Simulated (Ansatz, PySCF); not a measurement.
Si(CCH)(Cl)2(OMe) (C3H4Cl2OSi), SMILES C#C[Si](Cl)(Cl)OC. Atoms are numbered in the order given.

```xyz
11

C      2.4355    -1.6463     0.4314
C      1.4779    -0.9116     0.2799
Si     0.0208     0.1549     0.0691
Cl     0.3504     1.9809     0.9331
Cl    -0.3246     0.3872    -1.9531
O     -1.3018    -0.4860     0.7925
C     -1.8917    -1.7367     0.4838
H      3.2859    -2.2908     0.5648
H     -2.2211    -1.7722    -0.5688
H     -2.7681    -1.8706     1.1338
H     -1.1873    -2.5677     0.6627
```
Charge 0, spin multiplicity 1.

Coordinates come from a B3LYP-D3(BJ)/def2-SVP optimisation. Other conformers were not sampled.

Two levels are set side by side: PBE-D3(BJ)/def2-SVP (Ansatz, a quantum-chemistry and plane-wave program) and B3LYP-D3(BJ)/def2-SVP (Ansatz). Each level has its own optimised geometry; the coordinates shown are those of the second. Frequencies come from the Hessian of PySCF at each geometry. Differences are taken from unrounded values.

```csv
quantity,B3LYP-D3(BJ),PBE-D3(BJ),PBE-D3(BJ) minus B3LYP-D3(BJ)
mean bond length (Å),1.458,1.466,0.008
bond C1–C2 (Å),1.217,1.228,0.012
bond C2–Si3 (Å),1.818,1.822,0.004
bond Si3–Cl4 (Å),2.047,2.051,0.005
bond Si3–Cl5 (Å),2.065,2.070,0.005
bond Si3–O6 (Å),1.638,1.654,0.015
bond O6–C7 (Å),1.417,1.422,0.005
bond C1–H8 (Å),1.075,1.083,0.008
bond C7–H9 (Å),1.103,1.112,0.009
bond C7–H10 (Å),1.099,1.108,0.008
bond C7–H11 (Å),1.104,1.113,0.009
highest harmonic wavenumber (cm⁻¹),3455,3389,-66
mean harmonic wavenumber (cm⁻¹),1071,1039,-31
zero-point energy (kcal/mol),41.32,40.11,-1.21
```

Exact exchange shortens and stiffens bonds; PBE has none. Differences between two approximate levels are no errors against the true value.
